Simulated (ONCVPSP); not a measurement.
# chromium: ONCV pseudisation with LDA (Perdew-Wang 92), scalar-relativistic reference atom.

* Element: chromium (Cr)
* Generator: ONCVPSP 4.0.1
* Type: optimised norm-conserving Vanderbilt (ONCV)
* Functional: LDA (Perdew-Wang 92)
* Relativity: scalar-relativistic
* Frozen core: [Ar]
* Valence charge: 6
* Reference configuration: 3d4 4s2
* Partial waves: 4s: rc 2.55 bohr, ncon 5, nbas 8, qcut 2 1/bohr, 2 projectors, debl 0.6 Ha; p scattering state at 0.29 Ha: rc 2.35 bohr, ncon 4, nbas 9, qcut 4.2 1/bohr, 2 projectors, debl 0.4 Ha; 3d: rc 1.95 bohr, ncon 3, nbas 8, qcut 9.4 1/bohr, local
* Local potential: the d channel
* Core correction: Teter function fitted to the true core (icmod 2), fcfact 0.4

In the p channel the program set the typed energies aside and used 0.050, 0.450 Ha.

All-electron outer shells of the reference configuration (LDA (PZ), scalar-relativistic, ld1.x):

| shell | level (eV) | outermost node (bohr) | outermost maximum (bohr) |
| --- | --- | --- | --- |
| 3p | -49.17 | 0.33 | 0.80 |
| 3d | -6.22 | – | 0.82 |
| 4s | -5.08 | 1.11 | 2.61 |

What the tests gave:

| Item | Value |
| --- | --- |
| Cutoffs needed | 29 Ha and 34 Ha (the cutoffs (Ha) at which the residual kinetic energy of the hardest occupied pseudo-wave falls to 1 and 0.1 mHa per electron) |
| Ghost test | ghosts flagged at negative energy: s at -69.0 eV, p at -32.9 eV (a further GHOST(-) flag falls on a real empty level of the atom); no localised positive-energy state flagged; a true bound ghost makes a file unfit for plane-wave use |
| Largest excitation error | -159 meV (all-electron minus pseudo) for 3d5 4s0, out of 4 test configurations |
| rms error of d²Exc/dni dnj | 15.53 mHa without and 6.87 mHa with the model core |

Generation and tests took about 3.2 s on one core of a shared server CPU.
